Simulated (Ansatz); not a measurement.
Geometry optimisation, RKS B3LYP-D4/def2-SVP (Ansatz 0.2.0).

The input (input.yaml):

```yaml
crystal:
  periodic: [false, false, false]
  atoms:
    - { symbol: Ga, position_ang: [0.203381, 0.0, 0.117433] }
    - { symbol: H, position_ang: [0.769885, 0.0, 1.560918] }
    - { symbol: H, position_ang: [1.736741, 0.0, -0.113617] }
    - { symbol: H, position_ang: [-1.131407, 0.0, -0.653234] }
basis:
  gaussian: { orbitals: def2-SVP }
hamiltonian:
  xc: b3lyp
  dispersion: d4
relax:
  f_tol: 0.03
  max_steps: 50
```

Launched with:

```bash
$ ansatz run input.yaml --threads 1 --pin off --max-ram 2048MiB --backend cpu --events-out ev --progress --plain --runs-dir out
```

Problem. Where does it end, and by what steps?

Solution. The forces met the threshold. After 4 steps the energy has fallen by 0.904 eV; H3 moved furthest, 0.45 Å.

```csv
step,energy less start (eV),largest force component (eV/Å),accepted
0,0.0000,1.803,yes
1,-0.5996,0.935,yes
2,-0.8673,0.568,yes
3,-0.8982,0.241,yes
4,-0.9040,0.009,yes
```

```xyz
4
Properties=species:S:1:pos:R:3
Ga 0.394 0.000 0.228
H 0.395 0.000 1.801
H 1.757 0.000 -0.558
H -0.968 0.000 -0.559
```

Whether the end is a true minimum wasn't checked by a vibrational analysis.

The run took 4.7 s on 1 thread of Arm Neoverse V2 (shared host), peak memory 0.092 GiB.
